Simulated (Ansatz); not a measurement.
Consider the formal exchange of groups at a Ga–N bond: `F[SiH2][N]([SiH3])[GaH2]` + `CBN` → `C[B](N)[GaH2]` + `F[SiH2]N[SiH3]`.

Isolated molecules relaxed with PBE0-D4/def2-TZVP in Ansatz; ΔE leaves out vibrations. CCSD(T)/CBS adds triple-zeta CCSD(T) − MP2 to the extrapolated MP2 energy (def2 sets, frozen cores). This one scheme is used for every species. For Ga outer-core shells are correlated without core-valence functions, which leaves a few kJ/mol of doubt a bond. Scalar relativity is left out up to krypton. One conformer a species, not always the lowest.

`F[SiH2][N]([SiH3])[GaH2]`:

Z-matrix (Å, degrees):
```
Si
N 1 1.709
F 1 1.602 2 111.2
H 1 1.481 2 111.1 3 -117.9
H 1 1.481 2 109.6 3 117.5
Ga 2 1.862 1 120.2 3 -96.3
Si 2 1.740 1 121.5 3 80.3
H 6 1.560 2 114.7 1 179.3
H 6 1.556 2 116.9 1 -1.2
H 7 1.487 2 109.0 1 2.1
H 7 1.487 2 111.2 1 -118.0
H 7 1.487 2 110.8 1 122.2
```

`CBN`:

Z-matrix (Å, degrees):
```
C
B 1 1.568
H 1 1.095 2 110.4
H 1 1.096 2 110.3 3 116.2
H 1 1.094 2 114.3 3 -121.9
N 2 1.392 1 122.0 3 122.1
H 2 1.202 1 121.0 3 -57.9
H 6 1.005 2 123.2 1 180.0
H 6 1.007 2 123.1 1 -0.0
```

`C[B](N)[GaH2]`:

Cartesian coordinates in Å:
```
C 0.086 -1.546 0.168
B 0.010 0.024 0.194
N 0.043 0.701 1.411
Ga -0.145 1.233 -1.538
H 0.940 -1.883 -0.431
H 0.168 -2.007 1.159
H -0.795 -1.967 -0.328
H 0.114 0.227 2.301
H -0.002 1.702 1.496
H -0.215 0.699 -3.024
H -0.203 2.817 -1.407
```

`F[SiH2]N[SiH3]`:

Z-matrix (Å, degrees):
```
Si
N 1 1.706
F 1 1.601 2 112.6
H 1 1.478 2 108.8 3 117.8
H 1 1.480 2 109.3 3 -117.5
Si 2 1.733 1 128.1 3 -87.6
H 2 1.011 1 115.6 3 85.3
H 6 1.487 2 110.9 1 -127.0
H 6 1.487 2 112.0 1 112.6
H 6 1.483 2 106.7 1 -7.3
```

```json
{"level": "SCS-MP2/def2-QZVPP", "ΔE (kJ/mol)": "95.0"}
{"level": "MP2/CBS(def2)", "ΔE (kJ/mol)": "95.0"}
```

(1) What does CCSD(T)/CBS give? (Best estimate.)

Largest T1 diagnostic among the species: 0.013.

## Answers

(1) Computed: +88.7 kJ/mol. The listed levels differ from it by 6.3, 6.3 kJ/mol.

The D4 term adds +6.8 kJ/mol with B3LYP and +3.6 kJ/mol with PBE0; it sums over pairs of atoms, weighted by their polarisabilities, and B3LYP, whose exchange is more repulsive, gets the larger term. From PBE to PBE0 (25 % exact exchange), in def2-TZVPP and without D4, ΔE moves by +4.0 kJ/mol.

B3LYP here is the variant with VWN-RPA as its local correlation; programs differ in this.
